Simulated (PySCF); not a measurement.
C2H6GeO3, SMILES C=[CH][Ge]([OH])([OH])[OH] (connectivity only; charge and spin as stated), charge -1, multiplicity 2. Atoms are numbered in the order given.

```xyz
12

O      2.0383     0.8382     0.0000
Ge     0.1810     0.1530     0.0000
O      0.5619    -0.8712    -1.4816
O      0.5619    -0.8712     1.4816
C     -1.7981    -0.3289     0.0000
C     -2.7939     0.5596     0.0000
H      1.9693     1.7971     0.0000
H      1.4846    -0.6759    -1.6726
H      1.4846    -0.6759     1.6726
H     -2.0372    -1.4032     0.0000
H     -2.5839     1.6373     0.0000
H     -3.8534     0.2721     0.0000
```
Charge -1, spin multiplicity 2.

Geometry: PBE0-D3(BJ)/def2-SVPD. Other conformers were not sampled.

Level of theory: PBE/def2-SVPD (PySCF).

Isolated molecule, no solvent. A positive occupied level means that this level leaves the electron formally unbound; only the finite basis holds it.

**Question.** Estimate the frontier levels, dipole moment and polarisability. (An estimate is asked for; the answer gives what the named calculation found.)

**Answer.** 
```json
{
  "α spin, highest occupied and lowest empty level": "1.09 and 3.00 eV",
  "β spin, highest occupied and lowest empty level": "-1.64 and 1.99 eV",
  "dipole_moment_about_the_centre_of_nuclear_charge": "1.49 D",
  "mean_static_polarisability": "109.9 bohr³ (16.28 Å³)",
  "polarisability_principal_values": "87.1, 104.4, 138.1 bohr³",
  "⟨S²⟩": "0.752 (pure state 0.75)"
}
```
